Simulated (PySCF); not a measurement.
Zr(OEt)(H)3 (C2H8OZr), SMILES CC[O][ZrH3], multiplicity 1.

Coordinates come from a B3LYP-D3(BJ)/def2-SVP optimisation. The spin state was assumed, not searched. The def2 effective core potentials stand for the cores of Zr; spin–orbit coupling is left out. One conformer was computed; it need not be the lowest.

Method: PBE/def2-TZVP (PySCF).

Symmetry labels are those of the subgroup Cs that the program uses (full group Cs).

Computed valence orbital energies around the gap with their symmetry:
```json
[
 {"orbital": "HOMO−7", "symmetry": "A'", "energy (eV)": "-10.81"},
 {"orbital": "HOMO−6", "symmetry": "A'", "energy (eV)": "-9.62"},
 {"orbital": "HOMO−5", "symmetry": "A\"", "energy (eV)": "-9.45"},
 {"orbital": "HOMO−4", "symmetry": "A'", "energy (eV)": "-7.76"},
 {"orbital": "HOMO−3", "symmetry": "A\"", "energy (eV)": "-7.63"},
 {"orbital": "HOMO−2", "symmetry": "A'", "energy (eV)": "-7.25"},
 {"orbital": "HOMO−1", "symmetry": "A\"", "energy (eV)": "-6.53"},
 {"orbital": "HOMO", "symmetry": "A'", "energy (eV)": "-6.52"},
 {"orbital": "LUMO", "symmetry": "A'", "energy (eV)": "-2.55"},
 {"orbital": "LUMO+1", "symmetry": "A\"", "energy (eV)": "-2.53"},
 {"orbital": "LUMO+2", "symmetry": "A'", "energy (eV)": "-1.85"},
 {"orbital": "LUMO+3", "symmetry": "A\"", "energy (eV)": "-1.22"}
]
```
